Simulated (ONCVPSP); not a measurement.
## Mn: excitation energies, all-electron against ONCV

* Element: Mn
* Generator: ONCVPSP 4.0.1
* Type: optimised norm-conserving Vanderbilt (ONCV)
* Functional: LDA (Perdew-Wang 92)
* Relativity: non-relativistic
* Frozen core: [Ne]
* Valence charge: 15
* Reference configuration: 3s2 3p6 3d5 4s2
* Partial waves: 3s+4s: rc 1.15 bohr, ncon 3, nbas 6, qcut 8.9 1/bohr, 2 projectors; 3p: rc 0.80 bohr, ncon 4, nbas 8, qcut 11.9 1/bohr, 2 projectors, debl 2 Ha; 3d: rc 0.90 bohr, ncon 3, nbas 6, qcut 12 1/bohr, 2 projectors, debl 2.6 Ha
* Local potential: polynomial inside 0.75 bohr (lpopt 5, dvloc0 0 Ha)
* Core correction: Teter function, fcfact 5.5, rcfact 1.5

Energies are relative to the spin-unpolarised reference configuration 3s2 3p6 3d5 4s2; without spin polarisation the order of configurations can differ from experiment.

```tsv
valence configuration	charge	ΔE all-electron (eV)	error AE − PS (meV)
3s2 3p6 3d5 4s0	+2	24.218	+1.4
3s2 3p6 3d4 4s0	+3	57.232	-7.7
3s2 3p6 3d5.5 4s1.5	0	-0.654	+3.1
```

(1) What are ΔE and the potential's error for 3s2 3p6 3d5 4s1?

## Answers

(1) ΔE = 8.534 eV all-electron; the error (AE − PS) is +0.2 meV.
